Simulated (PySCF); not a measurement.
Nonlinear optical response: SMILES [Se]1C2=CC=CC(Cl)=C2N=N1, C6H3ClN2Se

Cartesian coordinates in Å; atom numbers follow the order of the lines, from 1:
```xyz
13

Cl    0.0623   -3.1772    1.1213
C    -0.1454   -1.5626    0.5724
C    -1.3755   -0.9320    0.6703
C    -1.5276    0.3875    0.2172
C    -0.4720    1.0983   -0.3359
C     0.7735    0.4672   -0.4378
Se    2.3871    1.0785   -1.1046
N     3.0830   -0.6756   -0.6363
N     2.2083   -1.3846   -0.1334
C     0.9428   -0.8646    0.0152
H    -2.2176   -1.4739    1.1022
H    -2.5067    0.8642    0.3047
H    -0.6140    2.1232   -0.6812
```

Computed with quadratic response CAM-B3LYP/aug-cc-pVDZ first hyperpolarisability, Taylor convention, gas phase (PySCF 2.14.0). Geometry: PBE0-D3(BJ)/def2-SVP.

The calculation is non-relativistic, which matters for the atoms heavier than Zn.

Give β for the processes computed.

In 10⁻³⁰ esu, Taylor convention; the vector part is βᵢ = ⅓ Σⱼ (βᵢⱼⱼ + βⱼᵢⱼ + βⱼⱼᵢ); β∥ is 3/5 of the vector part along the dipole, the dipole points from − to +:
```
                   process  λ (nm)  β vector norm     β∥  β HRS  depolarisation ratio
           static β(0;0,0)       ∞           3.98  -1.09   1.52                  6.95
second harmonic β(−2ω;ω,ω)    1907           4.26  -1.13   1.62                  6.98
         Pockels β(−ω;ω,0)    1907           4.07  -1.10      –                     –
second harmonic β(−2ω;ω,ω)    1064           5.05  -1.23   1.91                  7.06
         Pockels β(−ω;ω,0)    1064           4.28  -1.14      –                     –
```

Which lowest excitations, dipole and polarisabilities go with it?

S1 3.57 eV (f = 0.001); S2 4.02 eV (f = 0.031); S3 4.31 eV (f = 0.001); dipole 4.10 D; isotropic α 125.1 au static, 125.7 au at 1907 nm, 127.1 au at 1064 nm, 127.6 au at 953.5 nm, 134.1 au at 532 nm.
